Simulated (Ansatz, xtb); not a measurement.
**C4H7BrO: 3 structures ranked**

3 gas-phase structures of C4H7BrO, from a drawn sample of its isomers (lower ones may exist). Each was relaxed with GFN2-xTB:

A. `C[C@@H]1OC[C@@H]1Br`, a singlet
B. `CC1(Br)COC1`, a singlet
C. `C[C@@H]1OC[C@H]1Br`, a singlet

Question: Estimate their order in r2SCAN-D4/def2-SVP energy at these geometries, lowest first.

Answer: Calculated order at r2SCAN-D4/def2-SVP: C (0.0), A (0.5), B (1.9) kcal/mol. Less than 1 kcal/mol parts C and A, so the order within that pair means little.

Energies above the lowest of each column, in kcal/mol; the last columns are at PBE-D3(BJ)/def2-SVP geometries:

| structure | GFN2-xTB | HF/STO-3G | r2SCAN-D4/def2-SVP | PBE-D3(BJ)/def2-SVP | CCSD(T)/def2-SVP + ΔMP2/def2-TZVPP |
| --- | --- | --- | --- | --- | --- |
| C | 0.0 | 0.0 | 0.0 | 0.0 | 0.0 |
| A | 0.4 | 0.9 | 0.5 | 0.7 | 0.9 |
| B | 0.8 | 3.1 | 1.9 | 2.3 | 1.6 |

Every level run on C puts it lowest or level with the lowest. ΔMP2 is the change of the MP2 energy from the smaller to the larger basis.

Programs: Ansatz 0.2.0, xtb 6.7.1.
